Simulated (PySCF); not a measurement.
This PySCF input asks for the NMR shieldings of `C=C(F)OBCC(F)(F)F`, C4H5BF4O; the geometry comes from GFN2-xTB.

```python
import basis_set_exchange as bse
import numpy as np
from pyscf import gto, dft
from pyscf.prop import nmr

atoms = """
C     3.267041    0.600190   -0.541841
C     2.251711   -0.118073   -0.096366
F     2.455277   -1.117308    0.786753
O     0.979232    0.051047   -0.457801
B    -0.112481   -0.565040    0.007805
C    -1.482507   -0.127952   -0.696585
C    -2.573904    0.179036    0.298086
F    -2.901847   -0.875088    1.060812
F    -2.237474    1.168342    1.143452
F    -3.714296    0.575360   -0.296881
H     4.264800    0.398628   -0.203574
H     3.103600    1.394372   -1.243240
H    -0.092379   -1.374276    0.858395
H    -1.355331    0.755054   -1.323275
H    -1.855855   -0.936303   -1.328962
"""
names = dict.fromkeys(["C", "F", "O", "B", "H"], "pcSseg-1")
basis = {el: gto.basis.parse(bse.get_basis(n, elements=[el], fmt="nwchem")) for el, n in names.items()}
mol = gto.M(atom=atoms, basis=basis, charge=0, verbose=0)
mf = dft.RKS(mol, xc="PBE0")
mf.grids.level = 2
mf.grids.alignment = dft.numint.BLKSIZE   # the property module wants whole blocks of grid points
mf.conv_tol = 1e-9
mf.kernel()

calc = nmr.RKS(mf)   # GIAO
C = mf.mo_coeff
Co = C[:, mf.mo_occ > 0]
resp = mf.gen_response(singlet=True, hermi=2)
def vind(x):   # induced exchange potential for any number of trial vectors
    d = np.einsum("pi,xij,qj->xpq", C, 2 * x.reshape(-1, C.shape[1], Co.shape[1]), Co, optimize=True)
    return np.einsum("xpq,pi,qj->xij", resp(d - d.transpose(0, 2, 1)), C, Co, optimize=True).ravel()
mo1, _ = nmr.rhf.solve_mo1(calc, with_cphf=vind)
sigma = calc.kernel(mo1)
for i, s in enumerate(sigma):   # ppm
    print("%2d %-2s %9.2f" % (i, mol.atom_pure_symbol(i), np.trace(s) / 3))
```

Problem. Give the expected output.

Solution. 
```
 0 C     109.17
 1 C      17.75
 2 F     256.54
 3 O      81.45
 4 B      55.90
 5 C     152.48
 6 C      50.34
 7 F     249.11
 8 F     243.59
 9 F     236.94
10 H      27.35
11 H      27.42
12 H      26.00
13 H      29.69
14 H      29.81
```

These numbers come from an equivalent density-fitted implementation of the same equations, which agrees with the script to about 0.01 ppm for H and up to a few tenths of a ppm for heavy atoms, so last digits may differ.

Size and cost of the density-fitted run: 195 basis functions, 64 s wall time on 1 thread of an Intel Xeon, shared host; peak memory 0.84 GiB.
